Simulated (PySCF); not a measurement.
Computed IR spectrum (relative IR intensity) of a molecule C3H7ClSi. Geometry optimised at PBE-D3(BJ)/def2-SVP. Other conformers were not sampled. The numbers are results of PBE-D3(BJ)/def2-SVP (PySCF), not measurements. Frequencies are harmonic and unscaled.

Lines under 2 % of the strongest are left out, and lines within 2 cm⁻¹ are merged.

ν (cm⁻¹): 388 (vw), 482 (w), 525 (w), 656 (w), 672 (vw), 693 (w), 738 (m), 758 (w), 856 (w), 869 (vs), 875 (m), 909 (m), 1059 (w), 1213 (w), 1334 (w), 1380 (vw), 1616 (w), 2156 (s), 2164 (s) (against the strongest line: vs over 80 %, s over 45 %, m over 15 %, w over 4 %, vw less)

**Question.** Identify the compound among the candidates.
A. C=C(Cl)[SiH2]C
B. C=C(Cl)C[SiH3]
C. C=C[Si@H](C)Cl
D. C=C(C)[SiH2]Cl

**Answer.** A, C=C(Cl)[SiH2]C
